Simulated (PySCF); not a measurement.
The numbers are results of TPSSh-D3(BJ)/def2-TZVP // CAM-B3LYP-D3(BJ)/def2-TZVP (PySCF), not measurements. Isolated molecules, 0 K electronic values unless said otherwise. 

Reference species (SMILES): `[Cl][Ge]([Cl])([Cl])[Cl]` (neutral, multiplicity 1).

```yaml
S1 oscillator strength: 0.000
LUMO: -2.72 eV
```

Changed species: `[Cl][GeH3]` (3 of 4 Cl replaced by H; the reference has 0 of 4 Cl replaced by H).

Problem. Predict the effect on the S1 oscillator strength and LUMO.

Solution. the S1 oscillator strength increases by 0.014, to 0.014; the LUMO rises by 2.05 eV, to -0.67 eV.
